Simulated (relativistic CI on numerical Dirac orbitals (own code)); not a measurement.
A reference radial Dirac CI calculation of Pd²⁺ gave the lowest total energy -5037.98297 Ha in 23 SCF steps, from this input:

```
atom Pd  Z=46  charge=2  electrons=44
nucleus A=106  rms_radius_fm=4.5318
hamiltonian dirac-coulomb  breit=on  qed=on  c_scale=1
orbitals kli  potential=per-configuration
slater_scale 1
correlation none
mixing on
grid step=0.0125 r_max=67.1
scf mixing=0.4 start=green max_iterations=150 tolerance=2e-08 node_fill=0.05
configurations
  [Kr] 4d8
  [Kr] 4d7 5s
end
```

One setting was then changed (and the iteration limit cut to 87), and the output read:

```
error: configuration [Kr] 4d8 has 44 electrons, the ion has 42
end: refused
```

(1) Which setting was changed?
A. speed of light
B. SCF tolerance
C. charge
D. node fill of the KLI weights

Results:

(1) C. The charge 4. This setting is bad on purpose; its numbers may not be properties of the ion.
